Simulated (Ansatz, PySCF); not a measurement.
Complex: CH3F (SMILES CF) (first 5 atoms) with H2 (SMILES [H][H]); geometry from B3LYP-D3(BJ)/def2-TZVP, rigid monomers moved along the line of their centres of mass till F2···H6 is 2.29 Å.
(charge 0, multiplicity 1):
```xyz
7

C     -0.4448    -0.6709    -0.3515
F     -0.2025     0.6227     0.0983
H      0.1037    -0.8265    -1.2811
H     -0.1054    -1.3753     0.4088
H     -1.5157    -0.7880    -0.5214
H      0.1709     0.2706     2.3345
H      0.2612    -0.0556     2.9980
```

Quantity: the interaction energy.

Counterpoise-corrected where a basis set is named; no monomer relaxation.

Correlated levels freeze the cores. CBS: X⁻³ extrapolation of the correlation energy, Hartree–Fock from the larger set.

Codes used: Ansatz (an electronic-structure program) with Gaussian orbitals; PySCF for the dispersion terms. Values without a source in brackets are computed.

Costs are ratios of core time to PBE/def2-TZVPPD (roughly 1.6 s), for whole runs (searches for the state included, and forces where a run took them) on one shared machine, so rough; each difference counts from -0.45 kcal/mol (CCSD(T)/CBS(aug-cc-pVDZ, aug-cc-pVTZ), a level with limits of its own).

A star marks coupled-cluster runs past 200 virtual orbitals, where the program's memory plan changes under this machine's limit, so their costs aren't comparable with smaller runs.

```csv
level,basis functions,cost,difference (kcal/mol)
PBE/def2-TZVPPD,162,×1,0.22
PBE-D3(BJ)/def2-TZVPPD,162,×1,-0.14
B3LYP/def2-TZVPPD,162,×2,0.65
B3LYP-D3(BJ)/def2-TZVPPD,162,×2,0.12
r2SCAN/def2-TZVPPD,162,×2,0.32
r2SCAN-D3(BJ)/def2-TZVPPD,162,×2,0.20
PBE0/def2-TZVPPD,162,×2,0.29
PBE0-D3(BJ)/def2-TZVPPD,162,×2,-0.02
wB97X-V/def2-TZVPPD,162,×3,0.08
CCSD(T)/aug-cc-pVDZ,91,×4,0.33
wB97M-V/def2-TZVPPD,162,×5,0.12
CCSD(T)/aug-cc-pVTZ,207,×200*,0.10
```

With a budget of 30 times the cost of PBE/def2-TZVPPD, the closest level: PBE0-D3(BJ)/def2-TZVPPD, at -0.02 kcal/mol; next is wB97X-V/def2-TZVPPD at 0.08 kcal/mol.
